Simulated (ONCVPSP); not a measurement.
## Pseudopotential generation for Sn (Z = 50): ONCV, PBEsol, fully relativistic.

Input for ONCVPSP 4.0.1:

```
# ATOM AND REFERENCE CONFIGURATION
# atsym  z   nc   nv     iexc    psfile
  Sn 50.00    6    5  -116133      upf
#
#   n    l    f
    1    0    2.00
    2    0    2.00
    2    1    6.00
    3    0    2.00
    3    1    6.00
    3    2   10.00
    4    0    2.00
    4    1    6.00
    4    2   10.00
    5    0    2.00
    5    1    1.50
#
# PSEUDOPOTENTIAL AND OPTIMIZATION
# lmax
    2
#
#   l,   rc,      ep,       ncon, nbas, qcut
    0    1.20    0.00    4    7    8.80
    1    1.60    0.00    3    8    9.20
    2    1.45    0.00    5    9    8.70
#
# LOCAL POTENTIAL
# lloc, lpopt,  rc(5),   dvloc0
    4    5    1.15    0.00
#
# VANDERBILT-KLEINMAN-BYLANDER PROJECTORs
# l, nproj, debl
    0    3    0.50
    1    2    1.70
    2    2    1.50
#
# MODEL CORE CHARGE
# icmod, fcfact, rcfact
    3    4.25    1.70
#
# LOG DERIVATIVE ANALYSIS
# epsh1, epsh2, depsh
   -7.00    5.00    0.04
#
# OUTPUT GRID
# rlmax, drl
    6.00    0.01
#
# TEST CONFIGURATIONS
# ncnf
    4
# nvcnf
#   n    l    f
    5
    4    0    2.00
    4    1    6.00
    4    2   10.00
    5    0    2.00
    5    1    2.00
#
    5
    4    0    2.00
    4    1    6.00
    4    2   10.00
    5    0    2.00
    5    1    1.00
#
    5
    4    0    2.00
    4    1    6.00
    4    2   10.00
    5    0    2.00
    5    1    0.00
#
    5
    4    0    2.00
    4    1    6.00
    4    2    9.00
    5    0    2.00
    5    1    2.00
#
```

Command:

```bash
oncvpspr.x < Sn.dat > Sn.out
```

The program printed (shortened: citation, most of the input echo, consistency checks and plot data are left out):

```
ONCVPSP  (Optimized Norm-Conservinng Vanderbilt PSeudopotential)
relativistic version 4.0.1

#   n    l    f        energy (Ha)
    1    0    2.00    -1.0651320D+03
    2    0    2.00    -1.6087638D+02
    2    1    6.00    -1.4183212D+02    -1.5030109D+02
    3    0    2.00    -3.1149628D+01
    3    1    6.00    -2.5307364D+01    -2.6853729D+01
    3    2   10.00    -1.7389525D+01    -1.7708849D+01
    4    0    2.00    -5.0505595D+00
    4    1    6.00    -3.3425678D+00    -3.6217363D+00
    4    2   10.00    -1.0709005D+00    -1.1092802D+00
    5    0    2.00    -5.1734652D-01
    5    1    1.50    -2.4589776D-01    -2.6487203D-01

Reference configufation results
  iterations    24
  all-electron total energy (Ha)   -6.17615360D+03

Begin loop to  construct optimized pseudo wave functions
and semi-local pseudopoentials for all angular momenta

WARNING wellstate: negative energy specified for n= 6 l=  0
WARNING scattering state with energy  0.25000000
WARNING will be used for the first projector

   Wellstate for l =  0  n =  6 kap= -1
     eigenvalue =   0.2500
     asymptotic potential =   0.7500
     half-point radius =  5.1716

Calculating optimized projector #   1

 for l=   0

    Fraction of norm inside rc  0.909876
    Optimizing pswf for qcut=   8.82 a_B^-1,  ecut=  38.86 Ha
    Residual kinetic energy error=  2.34D-04 Ha

    Energy error per electron        Cutoff
         Ha          eV             Ha
         0.01000     0.27211       28.15
         0.00100     0.02721       34.74
         0.00010     0.00272       55.17
         0.00001     0.00027       93.18

Calculating optimized projector #   2

 for l=   0

    Fraction of norm inside rc  0.054355
    Optimizing pswf for qcut=   8.82 a_B^-1,  ecut=  38.86 Ha
    Residual kinetic energy error=  1.62D-04 Ha

    Energy error per electron        Cutoff
         Ha          eV             Ha
         0.01000     0.27211       24.55
         0.00100     0.02721       33.32
         0.00010     0.00272       41.69
         0.00001     0.00027       95.36

Calculating optimized projector #   3

 for l=   0

    Fraction of norm inside rc  0.025062
    Optimizing pswf for qcut=   8.82 a_B^-1,  ecut=  38.86 Ha
    Residual kinetic energy error=  9.39D-05 Ha

    Energy error per electron        Cutoff
         Ha          eV             Ha
         0.01000     0.27211       21.68
         0.00100     0.02721       31.49
         0.00010     0.00272       38.72
         0.00001     0.00027       63.13

Calculating optimized projector #   1

 for l=   1

    Fraction of norm inside rc  0.971264
    Optimizing pswf for qcut=   9.19 a_B^-1,  ecut=  42.27 Ha
    Residual kinetic energy error=  6.69D-09 Ha

    Energy error per electron        Cutoff
         Ha          eV             Ha
         0.01000     0.27211       19.51
         0.00100     0.02721       24.66
         0.00010     0.00272       29.13
         0.00001     0.00027       32.98

Calculating optimized projector #   2

 for l=   1

    Fraction of norm inside rc  0.062194
    Optimizing pswf for qcut=   9.19 a_B^-1,  ecut=  42.27 Ha
    Residual kinetic energy error=  1.61D-08 Ha

    Energy error per electron        Cutoff
         Ha          eV             Ha
         0.01000     0.27211       14.25
         0.00100     0.02721       19.78
         0.00010     0.00272       24.46
         0.00001     0.00027       28.28

Calculating optimized projector #   1

 for l=   1

    Fraction of norm inside rc  0.977870
    Optimizing pswf for qcut=   9.19 a_B^-1,  ecut=  42.27 Ha
    Residual kinetic energy error=  1.53D-08 Ha

    Energy error per electron        Cutoff
         Ha          eV             Ha
         0.01000     0.27211       20.71
         0.00100     0.02721       25.96
         0.00010     0.00272       30.55
         0.00001     0.00027       34.36

Calculating optimized projector #   2

 for l=   1

    Fraction of norm inside rc  0.074404
    Optimizing pswf for qcut=   9.19 a_B^-1,  ecut=  42.27 Ha
    Residual kinetic energy error=  9.07D-09 Ha

    Energy error per electron        Cutoff
         Ha          eV             Ha
         0.01000     0.27211       15.49
         0.00100     0.02721       21.33
         0.00010     0.00272       26.28
         0.00001     0.00027       30.49

   Wellstate for l =  2  n =  5 kap= -3
     eigenvalue =   0.4291
     asymptotic potential =   0.9291
     half-point radius =  3.5225

Calculating optimized projector #   1

 for l=   2

    Fraction of norm inside rc  0.803501
    Optimizing pswf for qcut=   8.71 a_B^-1,  ecut=  37.91 Ha
    Residual kinetic energy error=  4.88D-04 Ha

    Energy error per electron        Cutoff
         Ha          eV             Ha
         0.01000     0.27211       29.48
         0.00100     0.02721       35.82
         0.00010     0.00272       81.68
         0.00001     0.00027      137.00

Calculating optimized projector #   2

 for l=   2

    Fraction of norm inside rc  0.072651
    Optimizing pswf for qcut=   8.71 a_B^-1,  ecut=  37.91 Ha
    Residual kinetic energy error=  1.57D-04 Ha

    Energy error per electron        Cutoff
         Ha          eV             Ha
         0.01000     0.27211       25.31
         0.00100     0.02721       33.02
         0.00010     0.00272       39.27
         0.00001     0.00027       65.31

   Wellstate for l =  2  n =  5 kap=  2
     eigenvalue =   0.3907

Calculating optimized projector #   1

 for l=   2

    Fraction of norm inside rc  0.812910
    Optimizing pswf for qcut=   8.71 a_B^-1,  ecut=  37.91 Ha
    Residual kinetic energy error=  5.53D-04 Ha

    Energy error per electron        Cutoff
         Ha          eV             Ha
         0.01000     0.27211       29.79
         0.00100     0.02721       36.13
         0.00010     0.00272       86.01
         0.00001     0.00027      138.06

Calculating optimized projector #   2

 for l=   2

    Fraction of norm inside rc  0.070924
    Optimizing pswf for qcut=   8.71 a_B^-1,  ecut=  37.91 Ha
    Residual kinetic energy error=  1.75D-04 Ha

    Energy error per electron        Cutoff
         Ha          eV             Ha
         0.01000     0.27211       25.58
         0.00100     0.02721       33.27
         0.00010     0.00272       39.61
         0.00001     0.00027       74.02

Construct Vanderbilt / Kleinmman-Bylander projectors

B matrix Hermiticity error, ll=  0  kap= -1
   1   2    8.6486D-04
   1   3   -6.8084D-04
   2   3    3.5052D-05

  Orthonormal projector coefficients -8.9398E+01  1.6871E+01  2.4270E+00

B matrix Hermiticity error, ll=  1  kap= -2
   1   2    3.7749D-04

  Orthonormal projector coefficients  5.5443E+00  7.7189E-01

B matrix Hermiticity error, ll=  1  kap=  1
   1   2    4.3771D-04

  Orthonormal projector coefficients  5.1620E+00  6.3730E-01

B matrix Hermiticity error, ll=  2  kap= -3
   1   2    2.0022D-04

  Orthonormal projector coefficients -2.7836E+00 -1.4538E+00

B matrix Hermiticity error, ll=  2  kap=  2
   1   2    2.0565D-04

  Orthonormal projector coefficients -2.5973E+00 -1.3471E+00

 Orthonormal scalar projector coefficients, l =  1
  5.4104E+00  7.3080E-01  2.7068E-03  2.5819E-05

 Orthonormal spin-orbit projector coefficients, l =  1
  4.2159E-01 -1.4395E-01  6.7242E-02 -2.7086E-04

 Orthonormal scalar projector coefficients, l =  2
 -2.7048E+00 -1.4089E+00 -6.1510E-03 -3.8813E-04

 Orthonormal spin-orbit projector coefficients, l =  2
 -1.4920E-01  5.7519E-02 -3.7952E-02  1.2415E-02

Model core correction analysis
  based on d2Exc/dn_idn_j

d2excae - all-electron derivatives

   -2.620566D-02   -2.383493D-02   -1.768536D-02   -2.042625D-03
   -1.102339D-03
   -2.383497D-02   -2.244251D-02   -1.769868D-02   -2.424286D-03
   -1.197355D-03
   -1.768543D-02   -1.769871D-02   -1.660877D-02   -5.403817D-03
   -2.711387D-03
   -2.042624D-03   -2.424254D-03   -5.403567D-03   -2.172768D-02
   -1.861247D-02
   -1.102346D-03   -1.197352D-03   -2.711274D-03   -1.861136D-02
   -2.152869D-02

d2excps - pseudofunction derivatives with no core correction

   -4.053537D-02   -3.634783D-02   -2.545827D-02   -3.320834D-03
   -1.765704D-03
   -3.634825D-02   -3.382000D-02   -2.547628D-02   -3.703567D-03
   -1.834464D-03
   -2.545853D-02   -2.547640D-02   -2.400025D-02   -7.045117D-03
   -3.470153D-03
   -3.320821D-03   -3.703502D-03   -7.044534D-03   -2.744361D-02
   -2.342843D-02
   -1.765762D-03   -1.834466D-03   -3.469841D-03   -2.342553D-02
   -2.726672D-02

rms 2nd derivative error    6.545646E-03

rmatch, rhocmatch    0.5414   41.9884

Teter function model core charge with specified parameters

d2excps - pseudofunction derivatives with core correction

   -2.723200D-02   -2.564369D-02   -2.017659D-02   -2.119354D-03
   -1.108121D-03
   -2.564371D-02   -2.474418D-02   -2.080711D-02   -2.776518D-03
   -1.289378D-03
   -2.017659D-02   -2.080709D-02   -2.122938D-02   -6.658570D-03
   -3.218844D-03
   -2.119308D-03   -2.776408D-03   -6.657983D-03   -2.732047D-02
   -2.336487D-02
   -1.108115D-03   -1.289352D-03   -3.218530D-03   -2.336196D-02
   -2.723112D-02

rms 2nd derivative error    2.674853E-03

Pseudoatom total energy -215.302625

Diagnostic tests using Vanderbilt-Kleinman-Bylander pseudopotentials
  relativistic with J = L +/- 1/2 projectors

   l  kap   rcore       rmatch      e in        delta e    norm test   slope test

   0  -1   1.2068416   1.2434840  -5.0505595   0.0000248   1.0002781   1.0002805
   0  -1   1.2068416   1.2434840  -0.5173465   0.0000209   1.0000998   1.0000776
   0  -1   1.2068416   1.2434840   0.2500000   0.0001249   1.0005572   1.0005572

   1  -2   1.6082493   1.6570792  -3.3425678   0.0000052   1.0002233   1.0002157
   1   1   1.6082493   1.6570792  -3.6217363   0.0000087   1.0002302   1.0002123
   1  -2   1.6082493   1.6570792  -0.2458978   0.0000047   1.0000446   1.0000237
   1   1   1.6082493   1.6570792  -0.2648720   0.0000136   1.0000630   1.0000415

   2  -3   1.4527393   1.4968476  -1.0709005  -0.0000299   1.0001660   1.0001900
   2   2   1.4527393   1.4968476  -1.1092802  -0.0000131   1.0001789   1.0001657
   2  -3   1.4527393   1.4968476   0.4290995  -0.0000293   1.0003582   1.0003582
   2   2   1.4527393   1.4968476   0.4230262  -0.0000217   1.0003584   1.0003584

Diagnostic tests using Vanderbilt-Kleinman-Bylander pseudopotentials
  relativistic with scalar and spin-orbit non-local projectors

   l  kap   rcore       rmatch      e in        delta e    norm test   slope test

   0  -1   1.2068416   1.2434840  -5.0505595   0.0000248   1.0002781   1.0002805
   0  -1   1.2068416   1.2434840  -0.5173465   0.0000209   1.0000998   1.0000776
   0  -1   1.2068416   1.2434840   0.2500000   0.0001249   1.0005572   1.0005572

   1  -2   1.6082493   1.6570792  -3.3425678  -0.0003845   1.0002287   1.0001408
   1   1   1.6082493   1.6570792  -3.6217363  -0.0003799   1.0002019   1.0001119
   1  -2   1.6082493   1.6570792  -0.2458978   0.0000051   1.0000475   1.0000229
   1   1   1.6082493   1.6570792  -0.2648720   0.0000099   1.0000481   1.0000549

   2  -3   1.4527393   1.4968476  -1.0709005   0.0000749   1.0001496   1.0002502
   2   2   1.4527393   1.4968476  -1.1092802   0.0000927   1.0001625   1.0002227
   2  -3   1.4527393   1.4968476   0.4290995   0.0000787   1.0003770   1.0003770
   2   2   1.4527393   1.4968476   0.4230262   0.0000826   1.0003784   1.0003784

Ghost test for J = L + 1/2

 Testing for bound ghosts
   n   l    E NL Schr. Eq   E Basis Diag.   E Cutoff

       0                      -26.959774    181.23  WARNING - GHOST(-)
   1   0       -5.050535       -5.050533    181.23
   2   0       -0.517326       -0.397467    181.23

   2   1       -3.342563       -3.342561    118.12
   3   1       -0.245893       -0.185030    118.12

   3   2       -1.070930       -1.070630    210.36

 Testing for highly-localized positive-energy ghosts
       l    <radius>/rc     E Basis Diag.   E Cutoff

       0        0.179178       40.534474    181.23  WARNING - GHOST(+)

Ghost test for J = L - 1/2

 Testing for bound ghosts
   n   l    E NL Schr. Eq   E Basis Diag.   E Cutoff

       0                      -26.959774    181.23  WARNING - GHOST(-)
   1   0       -5.050535       -5.050533    181.23
   2   0       -0.517326       -0.397467    181.23

   2   1       -3.621728       -3.621726    118.12
   3   1       -0.264858       -0.212556    118.12

   3   2       -1.109293       -1.109039    210.36

 Testing for highly-localized positive-energy ghosts
       l    <radius>/rc     E Basis Diag.   E Cutoff

       0        0.179178       40.534474    181.23  WARNING - GHOST(+)

Test configuration 0

   n   l kap    f        eae           eps        diff
   1   0  -1  2.0000-1065.13200870
   2   0  -1  2.0000 -160.87638380
   2   1  -2  4.0000 -141.83212396
   2   1   1  2.0000 -150.30108800
   3   0  -1  2.0000  -31.14962823
   3   1  -2  4.0000  -25.30736416
   3   1   1  2.0000  -26.85372942
   3   2  -3  6.0000  -17.38952528
   3   2   2  4.0000  -17.70884854
   4   0  -1  2.0000   -5.05055947   -5.05053471    2.48E-05
   4   1  -2  4.0000   -3.34256781   -3.34256261    5.19E-06
   4   1   1  2.0000   -3.62173627   -3.62172762    8.66E-06
   4   2  -3  6.0000   -1.07090051   -1.07093042   -2.99E-05
   4   2   2  4.0000   -1.10928020   -1.10929327   -1.31E-05
   5   0  -1  2.0000   -0.51734652   -0.51732559    2.09E-05
   5   1  -2  1.0000   -0.24589776   -0.24589310    4.66E-06
   5   1   1  0.5000   -0.26487203   -0.26485842    1.36E-05

    Total energies and differences
      AE_ref= -6.17615360E+03  AE_tst= -6.17615360E+03  dif=  0.00E+00
      PS_ref= -2.15302625E+02  PS_tst= -2.15302625E+02  dif=  5.68E-14
      PSP excitation error= -5.68E-14

Test configuration 1

   n   l kap    f        eae           eps        diff
   1   0  -1  2.0000-1064.99172880
   2   0  -1  2.0000 -160.73665392
   2   1  -2  4.0000 -141.69233199
   2   1   1  2.0000 -150.16127331
   3   0  -1  2.0000  -31.01003836
   3   1  -2  4.0000  -25.16777081
   3   1   1  2.0000  -26.71413015
   3   2  -3  6.0000  -17.24994941
   3   2   2  4.0000  -17.56927113
   4   0  -1  2.0000   -4.91113183   -4.91104322    8.86E-05
   4   1  -2  4.0000   -3.20312803   -3.20307918    4.88E-05
   4   1   1  2.0000   -3.48229851   -3.48223895    5.96E-05
   4   2  -3  6.0000   -0.93177838   -0.93180972   -3.13E-05
   4   2   2  4.0000   -0.97012383   -0.97013745   -1.36E-05
   5   0  -1  2.0000   -0.38907793   -0.38905848    1.95E-05
   5   1  -2  1.3333   -0.13113756   -0.13113455    3.01E-06
   5   1   1  0.6667   -0.14778296   -0.14777192    1.10E-05

    Total energies and differences
      AE_ref= -6.17615360E+03  AE_tst= -6.17625033E+03  dif= -9.67E-02
      PS_ref= -2.15302625E+02  PS_tst= -2.15399344E+02  dif= -9.67E-02
      PSP excitation error= -3.88E-06

Test configuration 2

   n   l kap    f        eae           eps        diff
   1   0  -1  2.0000-1065.28883228
   2   0  -1  2.0000 -161.03226710
   2   1  -2  4.0000 -141.98810672
   2   1   1  2.0000 -150.45710846
   3   0  -1  2.0000  -31.30526758
   3   1  -2  4.0000  -25.46300787
   3   1   1  2.0000  -27.00938455
   3   2  -3  6.0000  -17.54514250
   3   2   2  4.0000  -17.86446871
   4   0  -1  2.0000   -5.20584072   -5.20593028   -8.96E-05
   4   1  -2  4.0000   -3.49783500   -3.49790781   -7.28E-05
   4   1   1  2.0000   -3.77701239   -3.77709464   -8.22E-05
   4   2  -3  6.0000   -1.22555878   -1.22558710   -2.83E-05
   4   2   2  4.0000   -1.26399734   -1.26401025   -1.29E-05
   5   0  -1  2.0000   -0.65699786   -0.65697910    1.88E-05
   5   1  -2  0.6667   -0.37128439   -0.37128037    4.03E-06
   5   1   1  0.3333   -0.39267805   -0.39266432    1.37E-05

    Total energies and differences
      AE_ref= -6.17615360E+03  AE_tst= -6.17599634E+03  dif=  1.57E-01
      PS_ref= -2.15302625E+02  PS_tst= -2.15145360E+02  dif=  1.57E-01
      PSP excitation error=  4.22E-06

Test configuration 3

   n   l kap    f        eae           eps        diff
   1   0  -1  2.0000-1065.64301678
   2   0  -1  2.0000 -161.38323117
   2   1  -2  4.0000 -142.33939492
   2   1   1  2.0000 -150.80852311
   3   0  -1  2.0000  -31.65537833
   3   1  -2  4.0000  -25.81312951
   3   1   1  2.0000  -27.35954884
   3   2  -3  6.0000  -17.89518283
   3   2   2  4.0000  -18.21452000
   4   0  -1  2.0000   -5.55451471   -5.55501562   -5.01E-04
   4   1  -2  4.0000   -3.84635983   -3.84671512   -3.55E-04
   4   1   1  2.0000   -4.12560380   -4.12601404   -4.10E-04
   4   2  -3  6.0000   -1.57179800   -1.57183013   -3.21E-05
   4   2   2  4.0000   -1.61043838   -1.61045992   -2.15E-05
   5   0  -1  2.0000   -0.96118340   -0.96119065   -7.24E-06
   5   1  -2  0.0000   -0.64554823   -0.64554823    0.00E+00
   5   1   1  0.0000   -0.67208025   -0.67208025    0.00E+00

    Total energies and differences
      AE_ref= -6.17615360E+03  AE_tst= -6.17548220E+03  dif=  6.71E-01
      PS_ref= -2.15302625E+02  PS_tst= -2.14631223E+02  dif=  6.71E-01
      PSP excitation error=  5.16E-06

Test configuration 4

   n   l kap    f        eae           eps        diff
   1   0  -1  2.0000-1065.58660755
   2   0  -1  2.0000 -161.34537630
   2   1  -2  4.0000 -142.30041282
   2   1   1  2.0000 -150.76900653
   3   0  -1  2.0000  -31.60789954
   3   1  -2  4.0000  -25.76550518
   3   1   1  2.0000  -27.31235868
   3   2  -3  6.0000  -17.84993148
   3   2   2  4.0000  -18.16944067
   4   0  -1  2.0000   -5.47219451   -5.47060516    1.59E-03
   4   1  -2  4.0000   -3.75244468   -3.75219712    2.48E-04
   4   1   1  2.0000   -4.03605892   -4.03527146    7.87E-04
   4   2  -3  5.4000   -1.44935485   -1.44859051    7.64E-04
   4   2   2  3.6000   -1.48987699   -1.48900238    8.75E-04
   5   0  -1  2.0000   -0.74276332   -0.74264456    1.19E-04
   5   1  -2  1.3333   -0.42837779   -0.42835763    2.02E-05
   5   1   1  0.6667   -0.45405369   -0.45400547    4.82E-05

    Total energies and differences
      AE_ref= -6.17615360E+03  AE_tst= -6.17505103E+03  dif=  1.10E+00
      PS_ref= -2.15302625E+02  PS_tst= -2.14200379E+02  dif=  1.10E+00
      PSP excitation error=  3.33E-04
```

Note: ghosts flagged at negative energy: s at -733.6 eV; GHOST(+) flags only above 600 eV. A true bound ghost makes a file unfit for plane-wave use.

The run took about 5.6 s on one core of a shared server CPU.
